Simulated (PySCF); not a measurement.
Worked example: chemical shift, span and skew from a shielding tensor

2-pyrimidin-2-yl-1,3,4-oxadiazole (C6H4N4O), SMILES c1(ncccn1)-c1nnco1. Atoms are numbered in the order given.

```xyz
15

C      0.0609    -3.1343     0.0000
C     -1.1535    -2.4466     0.0000
N     -1.2153    -1.1177     0.0000
C     -0.0496    -0.4724     0.0000
C     -0.1127     1.0079     0.0000
N     -1.1554     1.7737     0.0000
N     -0.6859     3.0715     0.0000
C      0.6015     2.9879     0.0000
O      1.0416     1.7157     0.0000
N      1.1655    -1.0200     0.0000
C      1.2139    -2.3515     0.0000
H      0.1051    -4.2253     0.0000
H     -2.1099    -2.9831     0.0000
H      1.3354     3.7920     0.0000
H      2.2110    -2.8078     0.0000
```

Geometry: ωB97X-D3(BJ)/def2-SVP. One conformer was computed; it need not be the lowest.

GIAO shieldings from HF/pcSseg-1 (PySCF), non-relativistic, no solvent. The symmetric part of the tensor of N3 has the principal values -336.5, -166.5, 297.6 ppm. The same nucleus in NH3 has σ = 267.3 ppm at this level (PySCF, at its B3LYP-D3(BJ)/def2-TZVP geometry).

Q: Work out the isotropic shielding, the ¹⁵N shift against NH3, the span and the skew.

A: 
σ(iso) = (σ11 + σ22 + σ33)/3 = -68.5 ppm. δ = σ(ref) − σ(iso) = 267.3 − (-68.5) = 335.8 ppm.
Span Ω = σ33 − σ11 = 634.1 ppm. Skew κ = 3(σ(iso) − σ22)/Ω = 0.46. Tumbling in solution averages the tensor to δ; in a static solid the shielding alone would spread this spin-1/2 line over Ω.
